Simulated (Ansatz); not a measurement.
`[CH3][Ga]1[NH][Al]1[Cl]`. Charge 0, multiplicity 1.

```xyz
9

C     0.330    1.853   -0.739
Ga    0.297   -0.064   -0.333
N    -0.681   -0.992    1.015
Al    0.160   -2.338    0.245
Cl    0.236   -4.416    0.534
H    -0.369    2.066   -1.551
H     0.028    2.425    0.140
H     1.325    2.172   -1.052
H    -1.326   -0.706    1.741
```

List the harmonic frequencies (cm⁻¹, unscaled) at PBE0-D4/def2-TZVP in Ansatz. (Best estimate.)

Ansatz gave: 9i, 77, 103, 132, 148, 256, 488, 578, 593, 625, 703, 720, 847, 879, 1214, 1440, 1446, 3054, 3143, 3156, 3573.
